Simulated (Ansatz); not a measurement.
H3Ga, charge +1, doublet, geometry from GFN2-xTB (such geometries of metal compounds can be far from the true shape) (a state made from the parent by changing its charge; the spin is typed, not shown lowest); Ansatz (a quantum-chemistry and plane-wave program) with B3LYP5/cc-pVDZ.

Here is a job for Ansatz.
Ansatz 0.2 input:
```yaml
crystal:
  periodic: [false, false, false]
  atoms:
    - {symbol: Ga, position_ang: [0.00000000, 0.00000000, 0.00000000]}
    - {symbol: H, position_ang: [0.70473237, -0.45461564, 1.43946828]}
    - {symbol: H, position_ang: [-0.32010954, 1.60719813, -0.29972668]}
    - {symbol: H, position_ang: [-0.38462283, -1.15258249, -1.13974160]}
basis:
  gaussian:
    orbitals: cc-pVDZ
hamiltonian:
  xc: b3lyp5
total_charge: 1
magnetization: {spin_polarized: true, initial_magnetization: 1}
```

Question: What does Ansatz print? Leave out banner, timings and long lists.

Answer: 
```
Functional definition: B3LYP5
450 factors; integrals over basis functions are off by at most 9.5e-4 eV
mean field evaluation 1: about -52411.3872 eV, gradient 7.0e0 eV
mean field evaluation 2: about -52411.5869 eV, gradient 5.0e0 eV
mean field evaluation 4: about -52411.8881 eV, gradient 1.7e-1 eV
mean field evaluation 8: about -52411.8988 eV, gradient 1.5e-2 eV
mean field evaluation 16: about -52411.8988 eV, gradient 1.1e-4 eV
mean field evaluation 32: about -52411.8820 eV, gradient 9.2e-1 eV
mean field evaluation 64: about -52411.8401 eV, gradient 2.1e0 eV
mean field -52411.89876457 eV, -1926.1017535368 hartree, gradient 3.3e-6 eV, S^2 0.760446; 4 other end points of the search recorded, 0 dependent functions left out
reference -52411.89897059 eV, -1926.1017611082 hartree; 17, 16 occupied and 25, 26 virtual orbitals, 450 factors
Total energy: -52411.89897059 eV, -1926.1017611082 hartree
```
